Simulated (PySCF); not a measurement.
Can point charges reproduce the dipole moment of 1-isopropylnaphthalene, `CC(C)C1=CC=CC2=CC=CC=C21`?

Coordinates (PBE0-D3(BJ)/def2-SVP, Å) and charges (e) from the PBE0/pcSseg-1 density (PySCF):

```json
{"atom": "C1", "x": "-2.225", "y": "0.229", "z": "-1.017", "Mulliken": "-0.1987", "IAO": "-0.4038", "Hirshfeld": "-0.1159", "ESP-fitted": "-0.4937"}
{"atom": "C2", "x": "-1.837", "y": "-0.044", "z": "0.440", "Mulliken": "-0.3378", "IAO": "-0.0977", "Hirshfeld": "-0.0184", "ESP-fitted": "+0.5481"}
{"atom": "C3", "x": "-3.003", "y": "-0.669", "z": "1.197", "Mulliken": "-0.2061", "IAO": "-0.4057", "Hirshfeld": "-0.1137", "ESP-fitted": "-0.5946"}
{"atom": "C4", "x": "-0.554", "y": "-0.851", "z": "0.504", "Mulliken": "-0.1152", "IAO": "+0.0076", "Hirshfeld": "+0.0113", "ESP-fitted": "-0.3023"}
{"atom": "C5", "x": "-0.579", "y": "-2.218", "z": "0.697", "Mulliken": "-0.0700", "IAO": "-0.1632", "Hirshfeld": "-0.0545", "ESP-fitted": "-0.0830"}
{"atom": "C6", "x": "0.600", "y": "-2.995", "z": "0.711", "Mulliken": "-0.0471", "IAO": "-0.1489", "Hirshfeld": "-0.0530", "ESP-fitted": "-0.1817"}
{"atom": "C7", "x": "1.823", "y": "-2.401", "z": "0.530", "Mulliken": "-0.0354", "IAO": "-0.1520", "Hirshfeld": "-0.0538", "ESP-fitted": "-0.2845"}
{"atom": "C8", "x": "1.911", "y": "-1.000", "z": "0.330", "Mulliken": "-0.1649", "IAO": "+0.0002", "Hirshfeld": "-0.0035", "ESP-fitted": "+0.1819"}
{"atom": "C9", "x": "3.168", "y": "-0.368", "z": "0.144", "Mulliken": "-0.0417", "IAO": "-0.1456", "Hirshfeld": "-0.0489", "ESP-fitted": "-0.2841"}
{"atom": "C10", "x": "3.259", "y": "0.989", "z": "-0.052", "Mulliken": "-0.0655", "IAO": "-0.1536", "Hirshfeld": "-0.0525", "ESP-fitted": "-0.1224"}
{"atom": "C11", "x": "2.086", "y": "1.775", "z": "-0.068", "Mulliken": "-0.0466", "IAO": "-0.1508", "Hirshfeld": "-0.0517", "ESP-fitted": "-0.1470"}
{"atom": "C12", "x": "0.853", "y": "1.190", "z": "0.110", "Mulliken": "-0.1098", "IAO": "-0.1523", "Hirshfeld": "-0.0490", "ESP-fitted": "-0.2973"}
{"atom": "C13", "x": "0.716", "y": "-0.210", "z": "0.314", "Mulliken": "+0.0108", "IAO": "-0.0122", "Hirshfeld": "-0.0021", "ESP-fitted": "+0.2288"}
{"atom": "H14", "x": "-3.114", "y": "0.877", "z": "-1.073", "Mulliken": "+0.1127", "IAO": "+0.1326", "Hirshfeld": "+0.0388", "ESP-fitted": "+0.1051"}
{"atom": "H15", "x": "-1.410", "y": "0.715", "z": "-1.573", "Mulliken": "+0.1256", "IAO": "+0.1396", "Hirshfeld": "+0.0359", "ESP-fitted": "+0.1212"}
{"atom": "H16", "x": "-2.458", "y": "-0.716", "z": "-1.532", "Mulliken": "+0.1116", "IAO": "+0.1364", "Hirshfeld": "+0.0363", "ESP-fitted": "+0.1273"}
{"atom": "H17", "x": "-1.634", "y": "0.928", "z": "0.922", "Mulliken": "+0.1377", "IAO": "+0.1298", "Hirshfeld": "+0.0360", "ESP-fitted": "-0.0338"}
{"atom": "H18", "x": "-2.732", "y": "-0.904", "z": "2.238", "Mulliken": "+0.1264", "IAO": "+0.1407", "Hirshfeld": "+0.0392", "ESP-fitted": "+0.1358"}
{"atom": "H19", "x": "-3.354", "y": "-1.597", "z": "0.719", "Mulliken": "+0.1137", "IAO": "+0.1280", "Hirshfeld": "+0.0374", "ESP-fitted": "+0.1453"}
{"atom": "H20", "x": "-3.857", "y": "0.025", "z": "1.215", "Mulliken": "+0.1190", "IAO": "+0.1383", "Hirshfeld": "+0.0417", "ESP-fitted": "+0.1432"}
{"atom": "H21", "x": "-1.535", "y": "-2.723", "z": "0.846", "Mulliken": "+0.0750", "IAO": "+0.1436", "Hirshfeld": "+0.0450", "ESP-fitted": "+0.1280"}
{"atom": "H22", "x": "0.529", "y": "-4.074", "z": "0.867", "Mulliken": "+0.0907", "IAO": "+0.1502", "Hirshfeld": "+0.0499", "ESP-fitted": "+0.1579"}
{"atom": "H23", "x": "2.742", "y": "-2.992", "z": "0.539", "Mulliken": "+0.0717", "IAO": "+0.1462", "Hirshfeld": "+0.0489", "ESP-fitted": "+0.1736"}
{"atom": "H24", "x": "4.069", "y": "-0.986", "z": "0.161", "Mulliken": "+0.0758", "IAO": "+0.1469", "Hirshfeld": "+0.0493", "ESP-fitted": "+0.1673"}
{"atom": "H25", "x": "4.233", "y": "1.462", "z": "-0.195", "Mulliken": "+0.0940", "IAO": "+0.1512", "Hirshfeld": "+0.0505", "ESP-fitted": "+0.1443"}
{"atom": "H26", "x": "2.157", "y": "2.854", "z": "-0.222", "Mulliken": "+0.0900", "IAO": "+0.1505", "Hirshfeld": "+0.0499", "ESP-fitted": "+0.1477"}
{"atom": "H27", "x": "-0.037", "y": "1.821", "z": "0.095", "Mulliken": "+0.0842", "IAO": "+0.1439", "Hirshfeld": "+0.0465", "ESP-fitted": "+0.1686"}
```

Task: Compute μ = Σ q r for each scheme (1 e·Å = 4.803 D) and compare with the dipole of the full density.

Result: The full density gives (-0.40, 0.17, -0.05) D, 0.44 D in size; dipole vectors point from the negative to the positive end.

```tsv
scheme	μx	μy	μz	size (D)	share of the full size (%)	angle to the full dipole (°)
Mulliken	-1.62	0.55	-0.51	1.78	407	11
IAO	-0.39	0.21	-0.04	0.45	102	4
Hirshfeld	-0.27	0.11	0.05	0.30	68	17
ESP-fitted	-0.39	0.18	-0.05	0.43	99	0
```

Task: Which set comes closest?

Result: Length of the difference vector: ESP-fitted 0.01 D, IAO 0.03 D, Hirshfeld 0.18 D, Mulliken 1.36 D. Closest: ESP-fitted. ESP charges are fitted to the potential around the molecule, whose slowest-falling term is the dipole's. The schemes that divide the density aren't constrained to reproduce the dipole.

Task: What is left for the Hirshfeld atoms' own dipoles?

Result: The Hirshfeld atoms' densities add up to the full density, so μ = Σ q r + Σ (atomic dipoles). The atomic dipoles sum to (-0.40, 0.17, -0.05) − (-0.27, 0.11, 0.05) = (-0.13, 0.06, -0.10) D, 0.18 D in size.

Task: With the origin at the mean of the coordinates, (-0.007, -0.440, 0.254) Å, which are the largest single terms, by size, of the Mulliken dipole along the direction of the full one?

Result: C2 -2.92, C3 -2.49, C1 -2.32, H20 +2.04, H14 +1.90 D; all 27 atoms together +1.75 D. The single terms depend on the origin, their sum doesn't.

Task: Give the size of the full dipole in other units.

Result: 0.44 D = 0.172 au = 0.091 e·Å = 1.46 × 10⁻³⁰ C·m.

The structure is a single PBE0-D3(BJ)/def2-SVP conformer in the gas phase; no vibrational or solvent corrections.

The run behind these numbers computed NMR shieldings as well. On AMD EPYC 9R05, 2 threads, shared host with 96 logical CPUs at a one-minute load of 26, this took 26 s wall, 63 s CPU and 2.1 GiB of memory at its peak.

Shape of the structure used: `[CH3:1][CH:2]([CH3:3])[c:4]1[cH:5][cH:6][cH:7][c:8]2[cH:9][cH:10][cH:11][cH:12][c:13]12`: C1–C2–C4–C5 -99°.
